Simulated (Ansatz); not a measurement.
CH2N (SMILES C=[N]), charge 0, multiplicity 2, relaxed at each level with Ansatz (a quantum-chemistry and plane-wave program); harmonic frequencies from differences of analytic forces, average atomic masses, frozen cores. Open shells are unrestricted.

Task: Give the equilibrium geometry, the harmonic frequencies and the zero-point energy at HF/def2-TZVPP.

Result: 
(charge 0, multiplicity 2):
```csv
atom,x (Å),y (Å),z (Å)
C,-0.5037,0.1090,-0.0035
N,0.7178,-0.1553,0.0050
H,-1.2400,-0.6832,-0.0314
H,-0.8470,1.1348,0.0169
```
Frequencies (cm⁻¹): 1053, 1063, 1431, 1628, 3174, 3259. Zero-point energy 16.59 kcal/mol.

Task: Give the equilibrium geometry, the harmonic frequencies and the zero-point energy at CCSD(T)/cc-pVDZ.

Result: 
(charge 0, multiplicity 2):
```xyz
4

C     -0.494     0.107    -0.003
N      0.742    -0.161     0.005
H     -1.260    -0.696    -0.032
H     -0.860     1.155     0.017
```
Frequencies (cm⁻¹): 930, 966, 1375, 1682, 3011, 3084. Zero-point energy 15.79 kcal/mol.

Doubts at one or more of the structures used: a spin-contaminated determinant (HF/def2-TZVPP, CCSD(T)/cc-pVDZ).
